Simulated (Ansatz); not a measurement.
Compare A (`C#CN[SiH3]`) with its isomer B (`C=C1N[SiH2]1`).

Computed with Ansatz on PBE0-D4/def2-TZVP structures; ΔE is electronic, products minus reactants. CCSD(T)/CBS adds triple-zeta CCSD(T) − MP2 to the extrapolated MP2 energy (def2 sets, frozen cores). Functionals use def2-TZVPP. B3LYP here is the variant with VWN-RPA as its local correlation; programs differ in this.

**Question.** Which is lower in electronic energy at CCSD(T)/CBS, and by how much? (Best estimate.)

**Answer.** Computed: A, by 10.0 kJ/mol.

**Question.** Give E(B) − E(A) in kJ/mol with LDA (SPW92), PBE-D4, MP2/def2-TZVPP, HF/def2-TZVPP, B2PLYP, B3LYP-D4, r2SCAN-D4. (An estimate is asked.)

**Answer.** Ansatz gave: LDA (SPW92) -28.7, PBE-D4 -17.4, MP2/def2-TZVPP 13.8, HF/def2-TZVPP 44.9, B2PLYP 13.9, B3LYP-D4 8.8, r2SCAN-D4 -10.1. The order is the other way round with LDA (SPW92), PBE-D4, r2SCAN-D4.

**Question.** Does the order hold for the free energy at 298.15 K (harmonic terms from PBE0-D4)? (Best estimate.)

**Answer.** The calculation gave: Yes: G(B) − G(A) = +23.8 kJ/mol.

Largest T1 diagnostic: 0.014.

From BLYP to BHLYP (50 % exact exchange), in def2-TZVPP and without D4, E(B) − E(A) moves by +10.0 kJ/mol. In def2-TZVPP, CCSD(T) changes the Hartree–Fock value by −33.2 kJ/mol (the triples alone add −5.1 kJ/mol) and MP2 by −31.1 kJ/mol.
